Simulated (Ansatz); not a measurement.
The first iterations of a band of a periodic cell of 17 atoms, NaW₁₆ (host W, host structure bcc, interstitial Na).

Computed with Ansatz 0.2.0, DFT PBE-D3(BJ), scalar-relativistic, plane waves, PAW. Settings: cutoff 420 eV, k mesh 3x3x3, gaussian smearing 0.15 eV, no spin polarisation.

```json
{
  "movable images": "5",
  "climbing image": "yes",
  "spring": "10.0 eV/Å²",
  "optimiser": "quadratic models (default)",
  "start path": "IDPP",
  "force threshold": "0.03 eV/Å",
  "iteration limit": "80",
  "end points": "relaxed"
}
```

Initial state:

```xyz
17
Lattice="6.3200 0.0000 0.0000 0.0000 6.3200 0.0000 0.0000 0.0000 6.3200" Properties=species:S:1:pos:R:3
W 0.130 -0.099 -0.052
W 3.030 -0.099 -0.052
W -0.005 3.165 0.107
W -0.005 0.061 3.212
W 1.580 1.595 1.642
W 3.165 3.165 0.108
W 3.165 0.061 3.212
W 4.740 1.061 1.107
W 0.230 3.319 3.366
W 1.580 4.771 1.626
W 1.580 1.579 4.818
W 2.930 3.320 3.366
W 4.740 4.802 1.637
W 4.740 1.590 4.849
W 1.580 4.771 4.817
W 4.740 4.722 4.770
Na 4.740 2.484 2.533
```

Final state:

```xyz
17
Lattice="6.3200 0.0000 0.0000 0.0000 6.3200 0.0000 0.0000 0.0000 6.3200" Properties=species:S:1:pos:R:3
W -0.043 0.001 0.031
W 3.087 0.001 0.030
W -0.054 3.162 0.062
W -0.058 0.002 3.176
W 1.636 1.451 1.481
W 3.134 3.161 -0.017
W 3.086 0.002 3.160
W 4.692 1.587 1.641
W 0.477 3.162 2.640
W 1.636 4.873 1.481
W 1.476 1.587 4.746
W 3.055 3.162 3.171
W 4.691 4.736 1.641
W 4.538 1.353 4.900
W 1.476 4.736 4.746
W 4.538 4.970 4.899
Na 5.374 3.161 4.064
```

| iteration | highest image above the first end (eV) | largest band force component (eV/Å) |
| --- | --- | --- |
| 1 | 1.710 | 5.246 |
| 2 | 0.838 | 2.241 |
| 3 | 0.184 | 0.682 |
| 4 | 0.128 | 0.432 |
| 5 | 0.104 | 0.375 |
| 6 | 0.088 | 0.232 |
| 7 | 0.084 | 0.174 |
| 8 | 0.080 | 0.196 |
| 9 | 0.078 | 0.156 |
| 10 | 0.077 | 0.146 |
| 11 | 0.076 | 0.130 |
| 12 | 0.075 | 0.114 |
| 13 | 0.074 | 0.098 |
| 14 | 0.074 | 0.100 |
| 15 | 0.073 | 0.116 |
| 16 | 0.073 | 0.136 |

Q: Does the band converge within its limit, and where does its top end?

A: It converged. It ended after 50 iterations with the highest image 0.061 eV above the first end. The profile has 3 maxima (images 1, 3, 5) with wells between them (images 2, 4): this band takes more than one step, which may be the mechanism or a detour left from its start path. By the program's own check the climbing image is a first-order saddle point (lowest curvatures found: -0.18 and 0.99 eV/Å²). Limits of this set-up: coarse k mesh, a small cell, in which the defect meets its images, a typed lattice constant that wasn't relaxed here.

Run time: 30 min on 4 threads of AMD EPYC 9R45 (Zen 5), on a shared host, peak memory 3.4 GiB.
